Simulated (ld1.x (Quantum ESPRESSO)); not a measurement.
# Cutoff test, K (Z = 19), TM semilocal

ld1.x (Quantum ESPRESSO) 7.5 input, shortened:

```
&input
   title='K', zed=19., rel=1, dft='PBE', iswitch=3,
   config='[Ar] 3d0 4s0 4p0'
 /
 &inputp
   pseudotype=1, tm=.true., lloc=0,
   nlcc=.true., new_core_ps=.true., rcore=2.05
 /
3
3P  2  1   6.00   0.00  2.20  2.20  0.0
3D  3  2   0.00   0.00  4.20  4.20  0.0
3S  1  0   2.00   0.00  2.05  2.05  0.0
 &test
   configts(1)='3s2 3p6 3d0 4s0 4p0'
 /
```

The pseudo-atom Hamiltonian at the reference potential is diagonalised in spherical Bessel functions j_l(qr) that vanish at 20 bohr, with q² up to the cutoff. All-electron valence levels (Ry): 3p -1.8290, 4p -0.2757, 3d -0.2800, 3s -3.0467, 4s -0.4568.

How do the lowest levels (Ry) of each channel move with the cutoff, and are there ghosts?

```tsv
cutoff (Ry)	p #1	p #2	d #1	s #1	s #2	Σ f·Δε (mRy)
8	-1.5329	-0.2464	-0.2608	-3.0319	-0.4814	1806.0
10	-1.6530	-0.2575	-0.2752	-3.0324	-0.4851	1084.3
12	-1.7341	-0.2654	-0.2792	-3.0340	-0.4861	594.6
18	-1.8170	-0.2743	-0.2800	-3.0434	-0.4863	78.3
21	-1.8250	-0.2754	-0.2800	-3.0454	-0.4865	26.2
25	-1.8284	-0.2759	-0.2800	-3.0461	-0.4867	4.4
30	-1.8288	-0.2761	-0.2800	-3.0462	-0.4869	2.1
35	-1.8288	-0.2761	-0.2800	-3.0463	-0.4869	1.8
45	-1.8289	-0.2761	-0.2800	-3.0466	-0.4869	0.4
50	-1.8289	-0.2761	-0.2800	-3.0467	-0.4869	0.1
55	-1.8289	-0.2761	-0.2800	-3.0467	-0.4869	0.1
400	-1.8290	-0.2761	-0.2800	-3.0467	-0.4870	0.0
```

Result: no extra level below or beside the all-electron valence levels (p, d, s tested); the semilocal form is local in each channel, so this says nothing of the separable form that plane-wave codes build from it; 10 mRy is reached at 25 Ry and 1 mRy at 45 Ry.

Its largest configuration-test error is +679 meV.
